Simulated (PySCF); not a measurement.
## Structure from 2D NMR

Compound of formula C₅H₈N₂. Correlations simulated from computed shifts and the bond graph:

HSQC (one-bond C–H):
| δH | δC |
| --- | --- |
| 7.27 | 136.3 |
| 7.26 | 138.8 |
| 6.81 | 121.6 |
| 4.00 | 44.2 |
| 1.39 | 22.3 |

COSY cross peaks (H two or three bonds apart, from the bond graph; peaks can be absent where the dihedral angle is near 90°):
| δH | δH |
| --- | --- |
| 7.27 | 6.81 |
| 4.00 | 1.39 |

HMBC (two and three bonds, from the bond graph):
| δH | δC |
| --- | --- |
| 7.27 | 138.8, 121.6 |
| 7.26 | 136.3, 121.6, 44.2 |
| 6.81 | 138.8, 136.3, 44.2 |
| 4.00 | 138.8, 121.6, 22.3 |
| 1.39 | 44.2 |

PySCF calculation with GIAO PBE0/pcSseg-1 shieldings and GFN2-xTB structure; no solvent, one computed conformer, rapidly exchanging positions averaged, relativity neglected.

Chemical shifts δ = σref − σ; ¹H, ¹³C vs TMS, all at this level.

Exchangeable hydrogens are left out of these lists.

Q: Which molecule is this?

A: 1-ethylimidazole.

Atom-mapped SMILES (the numbers label the heavy atoms): `[CH3:1][CH2:2][n:3]1[cH:4][cH:5][n:6][cH:7]1` (H(Xn): hydrogen on atom n).

- δC 138.8 is C7, an aromatic CH between two ring heteroatoms (δH 7.26).
- δC 136.3 is C5, an aromatic CH next to a ring nitrogen (δH 7.27).
- δC 121.6 is C4, an aromatic CH next to a ring nitrogen (δH 6.81).
- δC 44.2 is C2, an sp3 CH2 bonded to N (δH 4.00).
- δC 22.3 is C1, a methyl carbon (δH 1.39).
- COSY links 7.27–6.81, 4.00–1.39.

The data come from this structure; uniqueness wasn't tested.

Shifts are as computed. Against solution values, carbons near 30 ppm lie about +3 ppm off and those near 130 ppm about +5 ppm. Of 1211 compounds with measured shifts, 218 miss one by over three times the rms of a fit or turn the order of signals round; such compounds aren't used in these exercises.
